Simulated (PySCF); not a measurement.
Job for PySCF: R-BP86/LANL2DZ on AuF, 2S+1 = 1, a spin state set in the input, which need not be the lowest, a point of a bond scan (R = 1.941 Å).

```python
from pyscf import gto, scf, dft, mp
from pyscf.data.elements import chemcore

mol = gto.M(
    atom='''
    Au    0.00000000    0.00000000    0.00000000
    F     0.00000000    0.00000000    1.94084500
    ''',
    basis='lanl2dz',
    ecp={'Au': 'lanl2dz'},
    charge=0, spin=0, verbose=3, max_memory=1800)
mf = dft.RKS(mol, xc='b88,p86')
mf.conv_tol = 1e-8
mf.max_cycle = 100
mf.kernel()
if not mf.converged:
    mf = mf.newton().run(mf.mo_coeff, mf.mo_occ)
```

Output:

```
converged SCF energy = -235.350543800804
```

The run converged.

Cost: very roughly 0.8 core-seconds.
